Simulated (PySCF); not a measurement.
**Two-component Hartree-Fock for Rh²⁸⁺ (rhodium, charge +28)**

Start: [Ne] 3s2 3p5; 3p1/2 filled at m_j = -1/2, +1/2; 3p3/2 filled at m_j = -1/2, +1/2, +3/2. Calculated with PySCF 2.14 in an uncontracted even-tempered set (19 s from 4.3 bohr⁻², ratio 2.4; 14 p from 5.6 bohr⁻², ratio 2.4; 5 d from 23 bohr⁻², ratio 2.6; 4 f from 35 bohr⁻², ratio 2.6): generalised Hartree-Fock with the X2C-1e Hamiltonian and a Gaussian nucleus; one run each with spin-orbit coupling (SO) switched off, then screened by Boettger's factors.

```tsv
spinor shell	electrons	ε, spin-free (eV)	ε, screened SO (eV)	weight of nominal j (screened SO)	rms radius, screened SO (bohr)
1s1/2	2	-24703.7	-24701.6	1.000	0.0374
2s1/2	2	-4788.7	-4787.8	1.000	0.152
2p1/2	2	-4429.1	-4531.7	1.000	0.131
3s1/2	2	-1742.9	-1742.6	1.000	0.374
3p1/2	2	-1622.8	-1645.3	0.992	0.363
3p3/2	3	-1622.8	-1612.0	0.995	0.371
```

**Question.** Where does 2p3/2 lie, and what is the 2p spin-orbit splitting (screened SO)?

**Answer.** At -4380.8 eV, 150.97 eV above 2p1/2.

```json
{"quantity": "E (hartree)", "spin-free": "-4235.02480", "screened SO": "-4236.16434"}
{"quantity": "M_J", "spin-free": "3/2", "screened SO": "3/2"}
{"quantity": "⟨J²⟩", "spin-free": "3.751", "screened SO": "3.751"}
{"quantity": "⟨L²⟩", "spin-free": "2.001", "screened SO": "2.006"}
{"quantity": "⟨S²⟩", "spin-free": "0.750", "screened SO": "0.756"}
```

Each row is a mean over spinors that exchange with the open shell spreads, by up to 15.339 eV (3s1/2).

Breit and QED terms are absent; they matter most for the inner s and p1/2 levels.

Densities and radii are taken from the X2C orbitals without a picture-change correction, which distorts them close to the nucleus.

Without spin-orbit coupling the j labels of p, d and f shells carry no meaning; the spin-free column gives the mean over the occupied spinors of each nl shell.
